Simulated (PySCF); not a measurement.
Nuclear quadrupole coupling in (Cl3Si)2S

(Cl3Si)2S.
Structure used (PBE0-D3(BJ)/def2-SVP), in Å, numbered top down from 1:
```
atom  x, y, z in Å
Si1    0.1200    1.6219   -0.3850
Cl2    1.9885    1.6966   -1.1952
Cl3   -1.1955    0.9799   -1.8049
Cl4   -0.4093    3.4885    0.2338
S5     0.0726    0.4090    1.3674
Si6   -0.0809   -1.5707    0.5933
Cl7    0.5361   -2.7857    2.1085
Cl8   -1.9994   -2.0488    0.1010
Cl9    1.1007   -1.8601   -1.0445
```

Field gradients from the PBE0/pcSseg-1 density (PySCF, non-relativistic), principal values in atomic units, ordered |Vxx| ≤ |Vyy| ≤ |Vzz|:

| atom | Vxx | Vyy | Vzz |
| --- | --- | --- | --- |
| Cl2 | -1.2270 | -1.2416 | 2.4686 |
| Cl3 | -1.1566 | -1.2881 | 2.4448 |
| Cl4 | -1.1879 | -1.2721 | 2.4601 |
| S5 | 0.3291 | 1.4929 | -1.8220 |
| Cl7 | -1.1879 | -1.2759 | 2.4638 |
| Cl8 | -1.2252 | -1.2419 | 2.4671 |
| Cl9 | -1.1517 | -1.2951 | 2.4469 |

**Question.** Find the asymmetry η = (Vxx − Vyy)/Vzz and the couplings χ = eQV/h (234.96 MHz × Q in barn × V in au), with Q(35Cl) = −0.0817 b, Q(33S) = −0.0678 b.

**Answer.** 
```
atom            environment  nucleus     η  χzz (MHz)  χxx (MHz)  χyy (MHz)
 Cl2  chlorine bonded to Si     35Cl  0.01     -47.39      23.55      23.83
 Cl3  chlorine bonded to Si     35Cl  0.05     -46.93      22.20      24.73
 Cl4  chlorine bonded to Si     35Cl  0.03     -47.22      22.80      24.42
  S5  sulfur bonded to 2 Si      33S  0.64      29.03      -5.24     -23.78
 Cl7  chlorine bonded to Si     35Cl  0.04     -47.30      22.80      24.49
 Cl8  chlorine bonded to Si     35Cl  0.01     -47.36      23.52      23.84
 Cl9  chlorine bonded to Si     35Cl  0.06     -46.97      22.11      24.86
```

The gradient is axial or nearly so (η below 0.05) at Cl2, Cl4, Cl7 and Cl8. 

**Question.** What is Vzz at Cl7 in SI units (1 au = 9.71736 × 10²¹ V/m²)?

**Answer.** 2.4638 au = 23.942 × 10²¹ V/m².

Isolated species at its PBE0-D3(BJ)/def2-SVP geometry, gas phase. The basis is small and wasn't made for field gradients, so the couplings can be 20 % off.
